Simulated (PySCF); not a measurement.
## Correlation energy of Nb²⁺ (niobium, charge +2)

[Kr] 4d3, high-spin 4F determinant. All numbers are calculated (PySCF 2.14, scalar relativity by spin-free X2C-1e, in ANO-RCC-VTZP). Frozen: [Ar] 3d10; 11 electrons correlated.

```
  level  correlation energy (mhartree)
   CCSD                        -284.91
    (T)                          -5.97
CCSD(T)                        -290.88
```

Diagnostics: T1 = 0.0038, D1 = 0.0088, largest double amplitude 0.026.

Problem. Is a single reference adequate?

Solution. Yes, within this model without spin-orbit coupling: T1 lies below 0.03 and no double amplitude reaches 0.07.
